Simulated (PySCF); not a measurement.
# Unknowns

All values are calculated (PySCF 2.14.0 with density-fitted response routines): geometry from GFN2-xTB, NMR shieldings at PBE0/pcSseg-1/GIAO. Relativity neglected, rapidly exchanging positions averaged, single conformer, no solvent.

Scale: TMS for 1H (31.72 ppm), 13C (186.93 ppm) (reference shieldings calculated alike). Where no couplings were computed, multiplicities follow the n + 1 count of equivalent neighbours, and m marks all less simple cases (inequivalent or close neighbours, rings, F or P nearby). Shifts are as computed. Against solution values, carbons near 30 ppm lie about +3 ppm off and those near 130 ppm about +5 ppm. Of 1309 compounds with measured shifts, 239 miss one by over three times the rms of a fit or turn the order of signals round; such compounds aren't used in these exercises.

(1) C6H12O. 1H NMR (600 MHz, computed): δ 3.65 (s, 3H), 2.34 (m, 1H), 1.31 (d, 3H), 0.65 (m, 1H), 0.55 (m, 1H), 0.37 (m, 1H), 0.27 (m, 1H), -0.24 (m, 1H). 13C{1H} NMR (computed): δ 86.9 (CH), 59.0 (CH3), 24.5 (CH3), 17.8 (CH), 9.4 (CH2), 0.8 (CH2). Give a structure.

(2) C5H8O3. 1H NMR (400 MHz, computed): δ 9.67 (d, 1H), 5.15 (m, 1H), 2.22 (s, 3H), 1.45 (d, 3H). 13C{1H} NMR (computed): δ 201.7 (CH), 176.2 (C), 79.6 (CH), 23.0 (CH3), 14.5 (CH3). What is it?

Answers

(1) `CO[C@H](C)C1CC1`. The formula gives 1 degree of unsaturation (1 ring in the answer). 6 carbon signals for 6 carbons: no two carbons are equivalent. Carbon types of the structure: 2 × CH, 2 × CH2, 2 × CH3, which accounts for all hydrogens. δC 86.9: sp3 CH bonded to O; pulled downfield by the heteroatom. δC 59.0: methyl carbon bonded to O; the inductive effect lowers its shielding. δC 24.5: methyl carbon; aliphatic region, no heteroatom directly attached. δH 2.34: hydrogen on an sp3 CH bonded to O; its carbon carries O, which withdraws density.

This is the structure that produced the data.

(2) 2-acetoxypropanal (SMILES CC(=O)O[C@H](C)C=O). The formula gives 2 degrees of unsaturation (no ring in the answer). 5 carbon signals for 5 carbons: no two carbons are equivalent. Carbon types of the structure: 1 × C, 2 × CH, 2 × CH3, which accounts for all hydrogens. δC 201.7: aldehyde carbonyl carbon; low-lying n→π* states of the double bond to the heteroatom give a large paramagnetic term (-264 ppm). δC 176.2: ester carbonyl carbon; lone-pair donation from the attached heteroatom keeps it upfield of a ketone carbonyl. δC 79.6: sp3 CH bonded to O, α to a carbonyl; pulled downfield by the heteroatom. δH 9.67: hydrogen on an aldehyde carbonyl carbon; the formyl region, downfield of aromatic protons.

The data come from this structure; uniqueness wasn't tested.
